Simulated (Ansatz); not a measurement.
C7H2F4N2O2, SMILES Fc1ccc(-c2nnc(C(F)(F)F)o2)o1. Atoms are numbered in the order given.

```xyz
17

F     -4.3068     1.3542    -0.1054
C     -3.5685     0.2836     0.0089
C     -3.8919    -1.0359     0.1642
C     -2.6328    -1.7106     0.2268
C     -1.6634    -0.7450     0.1046
C     -0.2299    -0.8230     0.0970
N      0.5136    -1.8901     0.2106
N      1.8225    -1.4602     0.1465
C      1.7781    -0.1792     0.0005
C      2.9149     0.7970    -0.1240
F      2.8667     1.7039     0.8617
F      2.8420     1.4585    -1.2874
F      4.0793     0.1616    -0.0648
O      0.5132     0.3061    -0.0406
O     -2.2498     0.4900    -0.0304
H     -4.8909    -1.4573     0.2244
H     -2.4502    -2.7755     0.3470
```

Geometry optimised at B3LYP-D3(BJ)/def2-SVP. The structure was generated by enumeration, and PubChem lists no compound with its InChIKey, so it may never have been made. One conformer was computed; it need not be the lowest.

Two levels are set side by side: PBE-D3(BJ)/def2-SVP (Ansatz, a quantum-chemistry and plane-wave program) and B3LYP-D3(BJ)/def2-SVP (Ansatz). Each level has its own optimised geometry; the coordinates shown are those of the second. Differences are taken from unrounded values.

| quantity | B3LYP-D3(BJ) | PBE-D3(BJ) | PBE-D3(BJ) minus B3LYP-D3(BJ) |
|---|---|---|---|
| mean bond length (Å) | 1.333 | 1.341 | 0.008 |
| bond F1–C2 (Å) | 1.305 | 1.311 | 0.006 |
| bond C2–C3 (Å) | 1.367 | 1.377 | 0.010 |
| bond C2–O15 (Å) | 1.335 | 1.345 | 0.009 |
| bond C3–C4 (Å) | 1.430 | 1.429 | 0.000 |
| bond C4–C5 (Å) | 1.374 | 1.384 | 0.011 |
| bond C5–C6 (Å) | 1.436 | 1.436 | 0.000 |
| bond C5–O15 (Å) | 1.374 | 1.380 | 0.006 |
| bond C6–N7 (Å) | 1.306 | 1.319 | 0.013 |
| bond C6–O14 (Å) | 1.359 | 1.369 | 0.010 |
| bond N7–N8 (Å) | 1.379 | 1.380 | 0.001 |
| bond N8–C9 (Å) | 1.290 | 1.303 | 0.013 |
| bond C9–C10 (Å) | 1.504 | 1.506 | 0.003 |
| bond C9–O14 (Å) | 1.355 | 1.365 | 0.009 |
| bond C10–F11 (Å) | 1.340 | 1.351 | 0.011 |
| bond C10–F12 (Å) | 1.340 | 1.351 | 0.011 |
| bond C10–F13 (Å) | 1.328 | 1.338 | 0.010 |

Exact exchange shortens and stiffens bonds; PBE has none. Differences between two approximate levels are no errors against the true value.
